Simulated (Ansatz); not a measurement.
`B[SiH](N)F` + CH₃NH₂ → `BNC` + `N[SiH2]F` at 600 K and 1 bar (cleavage of the B–Si bond).

Gas-phase electronic energies from Ansatz, PBE0-D4/def2-TZVP geometries. CCSD(T)/CBS adds triple-zeta CCSD(T) − MP2 to the extrapolated MP2 energy (def2 sets, frozen cores). One conformer a species, not always the lowest.

```
     species  CCSD(T)/CBS energy (Eh)  H − E (kJ/mol)  S (J/(mol·K))
`B[SiH](N)F`               -471.43743           209.2          407.1
      CH₃NH₂                -95.75281           199.3          283.8
       `BNC`               -121.18426           242.2          328.7
  `N[SiH2]F`               -446.07709           163.0          343.3
```

H − E and S are ideal-gas, rigid-rotor, harmonic terms from PBE0-D4/def2-TZVP, for one conformer and one mirror image of each species. 1 Eh = 2625.50 kJ/mol, R = 8.31446 J/(mol·K).

Question: By hand: ΔE, ΔH, ΔS and ΔG.

Answer: ΔE = (-121.18426) + (-446.07709) − (-471.43743) − (-95.75281) = -0.07111 Eh = -186.7 kJ/mol. Δ(H − E) = 242.2 + 163.0 − 209.2 − 199.3 = -3.3, so ΔH = -190.0 kJ/mol. ΔS = 328.7 + 343.3 − 407.1 − 283.8 = -18.9 J/(mol·K). ΔG = -190.0 − 600 × (-18.9)/1000 = -178.7 kJ/mol.

Question: By hand: the equilibrium constant, and the temperature at which ΔG would vanish if ΔH and ΔS stayed fixed.

Answer: log₁₀ K = −ΔG/(RT ln 10) = 15.6. ΔG = 0 at ΔH/ΔS = 10053 K, far beyond where these terms or the molecules hold.

ΔH outweighs TΔS. A doubt of 5 kJ/mol in ΔE shifts log₁₀ K by 0.4 here. Other conformers and mirror images would add mixing entropy, several J/(mol·K) or more a flexible species. These are equilibria of isolated gas molecules and say nothing of rates. Largest T1 diagnostic: 0.012 (customary marks: 0.02 for closed shells, 0.045 for open ones).
